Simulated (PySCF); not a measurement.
Spin-orbit coupling and the first ionisation energy along the 5p block

Two-component X2C-1e calculated with PySCF 2.14: MP2 on generalised Hartree-Fock spinors (GMP2), with spin-orbit coupling off and on (screened by Boettger's factors); no Breit or QED terms. Values in eV; the references (NIST) lie between the lowest levels. Elements whose determinants are no pure J levels are left out.

```
                                                                            element                         configurations  spin-free  with spin-orbit   shift  reference
In (x2c-SVPall-2c with one added diffuse shell each of s, p type, [Ar] 3d10 frozen)      [Kr] 4d10 5s2 5p1 → [Kr] 4d10 5s2      5.372            5.559   0.187      5.786
Te (x2c-SVPall-2c with one added diffuse shell each of s, p type, [Ar] 3d10 frozen)  [Kr] 4d10 5s2 5p4 → [Kr] 4d10 5s2 5p3      8.184            8.408   0.224      9.010
 I (x2c-SVPall-2c with one added diffuse shell each of s, p type, [Ar] 3d10 frozen)  [Kr] 4d10 5s2 5p5 → [Kr] 4d10 5s2 5p4     10.175           10.014  -0.162     10.451
Xe (x2c-SVPall-2c with one added diffuse shell each of s, p type, [Ar] 3d10 frozen)               [Xe] → [Kr] 4d10 5s2 5p5     12.304           11.892  -0.412     12.130
```

The largest shift is at Xe, -0.412 eV, where spin-orbit coupling lowers the species with fewer electrons by more than the one with more (starting occupations closed and 5p1/2^2 5p3/2^3).

What remains against the references is mostly the basis and correlation beyond MP2.
